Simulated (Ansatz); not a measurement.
AlB₂FH₂OS, SMILES `[F][Al]1[BH]O[B]1S`, relaxed with RKS PBE-D4/def2-SVP in the Gaussian-basis code of Ansatz from a rough embedded geometry. The force threshold is 0.03 eV/Å; the program also tests the step.

The species carries charge 0 and has multiplicity 1.

Start:

```xyz
8

F    -1.230   -0.900   -2.492
Al   -0.057   -0.835   -1.191
B     1.374    0.445   -0.598
O     1.395   -0.205    0.661
B    -0.069   -0.638    0.834
S    -1.443   -0.394    2.084
H     1.625    1.578   -0.984
H    -1.595    0.948    1.687
```

Question: By how much does the energy fall, and how many steps does the optimiser take? (An estimate is asked.)

Answer: Computed: 47.46 kcal/mol, in 14 steps.

Question: Which bonds change most? (Best estimate.)

Answer: Computed: Al2–B3 from 2.009 to 2.148 Å; O4–B5 from 1.536 to 1.423 Å; Al2–B5 from 2.035 to 2.135 Å; B5–S6 from 1.874 to 1.786 Å.

Question: Give the relaxed structure. (Estimate.)

Answer: The calculation gave: 
```xyz
8

F    -0.823   -1.659   -2.790
Al   -0.251   -0.753   -1.494
B     1.243    0.596   -0.745
O     0.571    0.586    0.479
B    -0.601   -0.219    0.543
S    -1.575   -0.332    2.036
H     2.248    1.276   -0.835
H    -0.812    0.504    2.808
```
